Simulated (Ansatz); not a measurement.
```yaml
crystal:
  periodic: [false, false, false]
  atoms:
    - {symbol: Cl, position_ang: [-0.033769, -1.705492, 0.414289]}
    - {symbol: h, position_ang: [-0.429570, 0.039105, -0.834308]}
    - {symbol: Cl, position_ang: [0.452339, 1.601588, 0.406719]}
basis:
  gaussian: {orbitals: def2-TZVP, final_grid: {core_spheres: 5, valence_spheres: 4, degree: 11}}
hamiltonian: {xc: {name: wB97X-V}}
accuracy: high
```

```sh
$ ansatz run in.yaml --threads 4 --pin off --events-out ev --progress --plain --max-ram 10444MiB
```

Shortened log:

```
Error: YAML parse error: error: line 5 column 16: `h` is not an element symbol (H … Og, case-exact)
 --> <input>:5:16
3 |   atoms:
4 |     - {symbol: Cl, position_ang: [-0.033769, -1.705492, 0.414289]}
5 |     - {symbol: h, position_ang: [-0.429570, 0.039105, -0.834308]}
6 |     - {symbol: Cl, position_ang: [0.452339, 1.601588, 0.406719]}
7 | basis:
```

Problem. Something in this input is off. What?

Solution. An element symbol is wrong. The program refused the input.
